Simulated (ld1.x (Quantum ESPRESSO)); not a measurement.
# tellurium, TM: configuration errors across variants

ld1.x (Quantum ESPRESSO) 7.5 input, shortened:

```
&input
   title='Te', zed=52., rel=1, dft='BLYP', iswitch=3,
   config='[Kr] 4d10 5s2 5p1'
 /
 &inputp
   pseudotype=2, tm=.true., lloc=0,
   nlcc=.true., new_core_ps=.true., rcore=1.55
 /
2
5P  2  1   1.00   0.00  2.05  2.05  0.0
5S  1  0   2.00   0.00  1.65  1.65  0.0
 &test
   configts(1)='5s2 5p1'
 /
```

All-electron excitation energies from the reference (eV): (1) 5s2 5p4 -54.248; (2) 5s2 5p3 -44.670; (3) 5s2 5p2 -26.860; (4) 5s2 5p0 36.564; (5) 5s1 5p5 -44.940; (6) 5s0 5p6 -35.422; (7) 5s2 5p3.5 -50.429.

A true bound ghost makes a file unfit for plane-wave use even where its test errors are small: the radial tests pick states by their node count and pass the ghost by.

Errors AE − PS in meV (a dash: test not solved or not reliable):

```csv
change,(1),(2),(3),(4),(5),(6),(7),bound ghosts
base,-26,-18,-4.1,-33,-5.3,-5.4,-23,none
"all radii but the core radius scaled by about 0.79 (s 1.30, p 1.62 bohr)",-35,-19,-3.1,-24,-37,-56,-28,p
"all radii but the core radius scaled by about 0.87 (s 1.44, p 1.78 bohr)",-30,-19,-4.4,-32,-14,-18,-26,none
"all radii but the core radius scaled by about 1.07 (s 1.76, p 2.20 bohr)",-28,-19,-4.8,-35,-5.3,-1.2,-25,none
"all radii but the core radius scaled by about 1.26 (s 2.08, p 2.58 bohr)",-38,-27,-8.4,-43,-15,-5.1,-34,none
"all radii but the core radius scaled by about 1.35 (s 2.22, p 2.76 bohr)",-44,-34,-11,-51,-26,-18,-41,none
```

**Question.** Give the same row for: all radii but the core radius scaled by about 1.15 (s 1.90, p 2.36 bohr).

**Answer.** -30, -21, -5.5, -36, -6.9, -0.6, -27; bound ghosts: none.
